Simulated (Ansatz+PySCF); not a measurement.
Values are calculated unless marked as measured or tabulated.
Input for PySCF 2.14.0:

```python
from pyscf import gto, scf

mol = gto.M(atom="""
Ni 0.000000 0.000000 0.000000
F 0.000000 0.000000 1.739000
""", basis='def2-svp', charge=0, spin=1)
mf = scf.UHF(mol)
mf.init_guess = 'atom'
mf.kernel()
while True:  # follow internal instabilities
    mo, _, stable, _ = mf.stability(return_status=True)
    if stable: break
    mf.kernel(mf.make_rdm1(mo, mf.mo_occ))
print(mf.converged, mf.e_tot, mf.spin_square()[0])
```

The script is written out from the run's settings.

Results

- Converged: yes
- Total energy: -1605.93928 hartree
- Spin squared of the determinant: 0.753

This is not the lowest solution: another run reaches a determinant 1.95 eV lower. Caution: another spin multiplicity may lie lower.
